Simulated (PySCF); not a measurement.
# From computed data to an observable: dipole moment from atomic charges

CH3ClFNSi2, SMILES N1=C[SiH2][Si@@]1(F)Cl. Atoms are numbered in the order given.

```xyz
9

F      1.3336     0.4918     1.5088
Si     0.4064     0.1075     0.2209
Cl     1.6831    -0.5032    -1.2839
N     -0.6293     1.4934    -0.2952
C     -1.8080     0.9593    -0.1662
Si    -1.7040    -0.8657     0.5107
H     -2.7144     1.5557    -0.4290
H     -2.2121    -1.9566    -0.3958
H     -2.2698    -1.0660     1.8926
```
Charge 0, spin multiplicity 1.

Geometry: PBE-D3(BJ)/def2-SVP. The structure was generated by enumeration; whether it is a known compound was not checked.

Charges (e) from PBE/def2-TZVP (PySCF):

| atom | IAO | Mulliken |
|---|---|---|
| F1 | -0.494 | -0.265 |
| Si2 | 1.132 | 0.598 |
| Cl3 | -0.275 | -0.190 |
| N4 | -0.497 | -0.214 |
| C5 | -0.184 | -0.066 |
| Si6 | 0.312 | 0.000 |
| H7 | 0.150 | 0.123 |
| H8 | -0.073 | 0.007 |
| H9 | -0.072 | 0.008 |

The dipole moment of the full density is 2.96 D.

**Question.** What dipole moment does each set of point charges give, and which comes closer to that of the density?

**Answer.** 
μ = Σ q r, and 1 e Å = 4.8032 D.
IAO: Σ q r = (-0.630, -0.719, 0.023) e Å, |μ| = 4.59 D.
Mulliken: Σ q r = (-0.544, -0.184, 0.010) e Å, |μ| = 2.76 D.
Mulliken comes closer in size. Point charges leave out the atoms' own dipoles (lone pairs, polarised bonds); fits to the potential absorb them, partitions of the density don't.
